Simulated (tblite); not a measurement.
C₆H₁₀NP₃.
Numbering: `[CH3:1][c:2]1[p:3][cH:4][p:5][c:6]([N:7]([CH3:8])[CH3:9])[p:10]1` (hydrogens: H11, H12, H13 on C1; H14 on C4; H15, H16, H17 on C8; H18, H19, H20 on C9)

Computed with GFN2-xTB (tblite), gas phase: L-BFGS steps from a force-field or distance-geometry start until the largest atomic force falls under 0.01 eV/Å.

Step 33: E = -771.2763 eV
```
atom  x, y, z in Å  |  force x, y, z in eV/Å
C1      3.4558   -1.1953    0.3599   -0.006   0.012  -0.018
C2      2.3200   -0.2288    0.0995    0.022  -0.038  -0.017
P3      2.7933    1.4180   -0.2310    0.019  -0.037   0.022
C4      1.3283    2.3325   -0.2516    0.000  -0.007   0.041
P5     -0.3417    2.0215    0.0647   -0.007  -0.010   0.009
C6     -0.4603    0.2742    0.0556   -0.014  -0.020   0.008
N7     -1.7283   -0.3397    0.1137   -0.016  -0.002  -0.021
C8     -2.1951   -0.8759   -1.1444   -0.003  -0.020  -0.022
C9     -2.7368    0.2963    0.9266   -0.009   0.000   0.000
P10     0.7557   -0.9863    0.0922    0.012  -0.012   0.016
H11     3.5368   -1.9311   -0.4419   -0.019   0.015   0.014
H12     3.2736   -1.7394    1.2885    0.039   0.005  -0.045
H13     4.4118   -0.6777    0.4430   -0.058   0.046  -0.013
H14     1.5165    3.3905   -0.4270   -0.018   0.018   0.043
H15    -2.5422   -0.0915   -1.8363    0.017  -0.018   0.083
H16    -3.0158   -1.5711   -0.9587    0.053   0.014  -0.022
H17    -1.3713   -1.4118   -1.6212   -0.082  -0.012   0.007
H18    -2.9800    1.3286    0.6311    0.070  -0.084  -0.089
H19    -2.3779    0.3006    1.9584   -0.054   0.099  -0.031
H20    -3.6476   -0.3030    0.8760    0.054   0.051   0.035
```

Step 34: E = -771.2787 eV
```
atom  x, y, z in Å  |  force x, y, z in eV/Å
C1      3.4564   -1.1957    0.3580   -0.002   0.013  -0.018
C2      2.3238   -0.2308    0.0957   -0.051   0.027  -0.017
P3      2.7937    1.4168   -0.2329   -0.008   0.026   0.017
C4      1.3277    2.3335   -0.2478    0.002  -0.010   0.045
P5     -0.3421    2.0190    0.0698    0.040  -0.030   0.008
C6     -0.4568    0.2704    0.0568   -0.033  -0.003   0.002
N7     -1.7271   -0.3382    0.1128   -0.020  -0.034   0.014
C8     -2.1948   -0.8766   -1.1433    0.001  -0.027  -0.025
C9     -2.7365    0.2978    0.9247   -0.023   0.017   0.005
P10     0.7610   -0.9899    0.0903   -0.056   0.004   0.009
H11     3.5352   -1.9308   -0.4420    0.003  -0.032  -0.027
H12     3.2706   -1.7367    1.2855    0.042  -0.032   0.006
H13     4.4105   -0.6789    0.4425    0.004   0.065  -0.013
H14     1.5115    3.3942   -0.4193   -0.001  -0.030   0.045
H15    -2.5361   -0.0923   -1.8371    0.012  -0.002   0.063
H16    -3.0202   -1.5667   -0.9597    0.056   0.011  -0.005
H17    -1.3732   -1.4180   -1.6163   -0.069  -0.020  -0.006
H18    -2.9874    1.3265    0.6214    0.073  -0.090  -0.088
H19    -2.3766    0.3140    1.9562   -0.045   0.090  -0.044
H20    -3.6448   -0.3069    0.8818    0.073   0.057   0.030
```

Step 35: E = -771.2809 eV
```
atom  x, y, z in Å  |  force x, y, z in eV/Å
C1      3.4571   -1.1957    0.3553    0.001   0.009  -0.017
C2      2.3270   -0.2312    0.0905   -0.097   0.060  -0.011
P3      2.7942    1.4172   -0.2359   -0.028   0.063   0.016
C4      1.3268    2.3345   -0.2423    0.008  -0.013   0.047
P5     -0.3418    2.0150    0.0770    0.062  -0.036   0.010
C6     -0.4539    0.2655    0.0582   -0.044   0.016  -0.003
N7     -1.7265   -0.3372    0.1125   -0.013  -0.062   0.044
C8     -2.1941   -0.8777   -1.1423    0.002  -0.024  -0.015
C9     -2.7364    0.3005    0.9223   -0.020   0.023   0.002
P10     0.7659   -0.9938    0.0871   -0.099   0.022   0.001
H11     3.5342   -1.9318   -0.4426    0.019  -0.056  -0.052
H12     3.2670   -1.7340    1.2824    0.045  -0.054   0.037
H13     4.4109   -0.6811    0.4419    0.039   0.078  -0.017
H14     1.5052    3.3977   -0.4086    0.018  -0.062   0.043
H15    -2.5272   -0.0935   -1.8386    0.007   0.017   0.038
H16    -3.0256   -1.5599   -0.9608    0.042  -0.005   0.010
H17    -1.3757   -1.4270   -1.6098   -0.049  -0.029  -0.022
H18    -2.9979    1.3228    0.6081    0.074  -0.077  -0.092
H19    -2.3747    0.3327    1.9526   -0.030   0.081  -0.049
H20    -3.6397   -0.3120    0.8900    0.063   0.049   0.028
```

Step 36: E = -771.2849 eV
```
atom  x, y, z in Å  |  force x, y, z in eV/Å
C1      3.4574   -1.1955    0.3500    0.004   0.000  -0.015
C2      2.3303   -0.2308    0.0807   -0.134   0.079   0.007
P3      2.7951    1.4191   -0.2413   -0.053   0.091   0.020
C4      1.3256    2.3358   -0.2314    0.013  -0.018   0.044
P5     -0.3402    2.0086    0.0920    0.072  -0.040   0.015
C6     -0.4508    0.2583    0.0601   -0.046   0.045  -0.009
N7     -1.7258   -0.3361    0.1124    0.006  -0.100   0.086
C8     -2.1923   -0.8801   -1.1408    0.002  -0.019   0.006
C9     -2.7364    0.3050    0.9181   -0.010   0.025  -0.005
P10     0.7719   -0.9991    0.0799   -0.135   0.047  -0.009
H11     3.5327   -1.9348   -0.4441    0.038  -0.066  -0.075
H12     3.2615   -1.7304    1.2770    0.048  -0.068   0.066
H13     4.4114   -0.6840    0.4407    0.066   0.087  -0.028
H14     1.4954    3.4024   -0.3887    0.046  -0.090   0.040
H15    -2.5091   -0.0952   -1.8420    0.002   0.034   0.001
H16    -3.0351   -1.5470   -0.9618    0.012  -0.032   0.027
H17    -1.3806   -1.4461   -1.5978   -0.024  -0.030  -0.038
H18    -3.0166    1.3144    0.5816    0.069  -0.049  -0.093
H19    -2.3705    0.3683    1.9455   -0.009   0.067  -0.065
H20    -3.6292   -0.3222    0.9068    0.033   0.037   0.026
```

Q: Estimate the geometry and energy of step 37. (The exact step hangs on the optimiser's Hessian estimate; all steps are aligned on step 36, rigid shifts and turns removed.)

A: E = -771.2913 eV, largest force 0.197 eV/Å
```
atom  x, y, z in Å  |  force x, y, z in eV/Å
C1      3.4566   -1.1949    0.3415    0.009  -0.014  -0.012
C2      2.3319   -0.2294    0.0660   -0.140   0.071   0.040
P3      2.7959    1.4225   -0.2488   -0.078   0.092   0.030
C4      1.3250    2.3376   -0.2132    0.013  -0.025   0.034
P5     -0.3367    2.0004    0.1175    0.055  -0.039   0.021
C6     -0.4481    0.2499    0.0626   -0.033   0.078  -0.014
N7     -1.7247   -0.3363    0.1134    0.033  -0.141   0.133
C8     -2.1890   -0.8844   -1.1387    0.001  -0.017   0.031
C9     -2.7364    0.3115    0.9118   -0.005   0.027  -0.012
P10     0.7769   -1.0052    0.0672   -0.141   0.074  -0.022
H11     3.5306   -1.9402   -0.4471    0.060  -0.049  -0.086
H12     3.2551   -1.7265    1.2692    0.044  -0.064   0.082
H13     4.4107   -0.6851    0.4379    0.073   0.080  -0.052
H14     1.4834    3.4078   -0.3579    0.081  -0.102   0.034
H15    -2.4793   -0.0968   -1.8471    0.001   0.027  -0.035
H16    -3.0491   -1.5274   -0.9623   -0.030  -0.053   0.038
H17    -1.3891   -1.4784   -1.5801   -0.007  -0.004  -0.045
H18    -3.0429    1.2988    0.5371    0.050  -0.027  -0.076
H19    -2.3638    0.4250    1.9334    0.010   0.045  -0.116
H20    -3.6122   -0.3382    0.9349    0.002   0.041   0.026
```

The energy changes by -0.0063 eV. The first-order estimate −F·Δx gives -0.0083 eV and the mean of the old and new forces, exact on a quadratic surface, -0.0063 eV. The step makes an angle of 80° with the force vector and moves no atom by more than 0.058 Å.

The cost below is that of the whole relaxation. On one thread of an AMD EPYC 9R14, on a shared host, this took 2.3 s of wall time.
